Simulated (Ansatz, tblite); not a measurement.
Cost and result up the ladder for K2S⁺ (the lowest doublet isomer of a short search) (3 atoms). Charge 1, multiplicity 2. Geometry: PBE-D4/def2-TZVP.

Cartesian coordinates in Å:
```
K 0.949 -0.367 2.780
K -0.946 0.373 -2.781
S -0.003 -0.006 0.000
```

Ansatz on 4 threads of Arm Neoverse V2 on a shared host; xTB runs through tblite on one thread. Times are rough, summed over both states, and most runs start from the orbitals of an earlier one. RPA@PBE/def2-TZVP serves as the yardstick here, not as an exact answer. Differences are given only for rows in sets of like size (and for xTB, whose basis is part of the method), since another set adds its own error. The other state is a quartet at its own geometry, which has other bonds, so the gap mixes isomer and spin.

The 6-31G sets use Cartesian d functions. The xTB rows come from tblite. B3LYP takes the VWN-RPA correlation. HSE06 is defined as in plane-wave codes, on full-range PBE exchange. Correlated methods freeze 15 core orbitals; core or outer-core shells of K are correlated, in sets that lack core-valence functions. The structure comes from a short search, and lower isomers may exist.

Run but left out: HF/def2-TZVPP, MP2/def2-TZVPP, CCSD/def2-TZVPP, CCSD(T)/def2-TZVPP (flagged by the program: other roots); LDA (SPW92)/def2-TZVP (doublet: an occupied level 0.03 eV above an empty one).

Correlated methods converge slowly with the basis.

xTB has no spin-polarisation term.

```csv
level,functions,wall time,quartet − doublet (eV),difference from RPA@PBE/def2-TZVP (eV)
GFN1-xTB,17,0.003 s,5.51,1.97
GFN2-xTB,17,0.005 s,2.52,-1.03
HF/6-31G,71,1.4 s,3.18,–
HF/def2-TZVP,103,1.8 s,3.18,-0.37
MP2/def2-TZVP,103,1.9 s,3.95,0.40
RPA@PBE/def2-TZVP,103,6.7 s,3.55,0.00
PBE-D4/def2-TZVP,103,9 s,3.58,0.03
B3LYP-D4/6-31G,71,13 s,3.56,–
HSE06-D4/def2-TZVP,103,14 s,3.67,0.12
BHLYP-D4/def2-TZVP,103,14 s,3.65,0.11
PBE0-D4/def2-TZVP,103,26 s,3.73,0.18
r2SCAN-D4/def2-TZVP,103,33 s,3.99,0.45
```
